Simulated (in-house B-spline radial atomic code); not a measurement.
# Binding energies in the osmium ion Os⁸⁺

NIST's tabulated ground configuration is [Xe] 4f14; each binding energy is the energy of the ion with one electron taken from that subshell, relaxed, less that of the parent. All numbers are computed (Dirac-Hartree-Fock, average of configuration; Fermi nucleus of rms radius 5.4126 fm) with a radial B-spline atomic code at the basis-set limit, not measured. Energies include first-order Breit, QED and recoil terms.

```csv
subshell,X-ray name,binding energy (eV),-ε (eV),relaxation (eV)
1s,K,74004.3,74472.0,85.6
2s,L1,13112,13209.4,49.6
2p3/2,L3,11009.7,11090.6,50.9
3s,M1,3193.4,3229.5,26.4
3p1/2,M2,2933,2969.4,27.4
3p3/2,M3,2598.8,2629.8,25.7
3d3/2,M4,2168.2,2200.1,28.5
3d5/2,M5,2097.2,2127.3,27.8
4s,N1,798.1,809.2,8.9
4p1/2,N2,688.3,698.9,8.8
4p3/2,N3,609.6,618.3,7.7
4d3/2,N4,429.1,437.0,7.5
4d5/2,N5,414.6,421.9,7.1
5s,O1,220.2,221.5,0.9
4f5/2,N6,184.6,190.9,6.5
4f7/2,N7,181.9,187.9,6.3
5p1/2,O2,180.9,182.1,0.9
5p3/2,O3,166.8,167.6,0.7
```

Relaxation = -ε minus the binding energy without Breit, QED and recoil terms.

Emission lines follow as differences of binding energies, with λ = 12398.42 eV·Å / E:

```json
{"line": "K-L3", "holes": "1s → 2p3/2", "energy (eV)": "62994.6", "wavelength (Å)": "0.19682"}
{"line": "K-M3", "holes": "1s → 3p3/2", "energy (eV)": "71405.5", "wavelength (Å)": "0.17363"}
{"line": "L3-M5", "holes": "2p3/2 → 3d5/2", "energy (eV)": "8912.5", "wavelength (Å)": "1.3911"}
{"line": "L1-M3", "holes": "2s → 3p3/2", "energy (eV)": "10513.2", "wavelength (Å)": "1.1793"}
{"line": "L3-M1", "holes": "2p3/2 → 3s", "energy (eV)": "7816.3", "wavelength (Å)": "1.5862"}
{"line": "M5-N7", "holes": "3d5/2 → 4f7/2", "energy (eV)": "1915.3", "wavelength (Å)": "6.4734"}
{"line": "M4-N6", "holes": "3d3/2 → 4f5/2", "energy (eV)": "1983.6", "wavelength (Å)": "6.2505"}
```

What screening constant σ does Moseley's law, E = (3/4)·13.6057 eV·(Z - σ)², need for K-L3?

σ = -2.57.

Moseley's non-relativistic formula needs a falling, then negative, screening constant for heavy elements, because relativity binds the 1s electron more strongly than the formula allows.

What does it cost to remove both a 4p3/2 and a 5s electron?

855.24 eV, which is 25.46 eV more than the two single binding energies together.

What does it cost to remove both a 4p1/2 and a 4d5/2 electron?

1138.8 eV, which is 35.96 eV more than the two single binding energies together.

What does it cost to remove both a 3d3/2 and a 5p3/2 electron?

2358.9 eV, which is 23.89 eV more than the two single binding energies together.
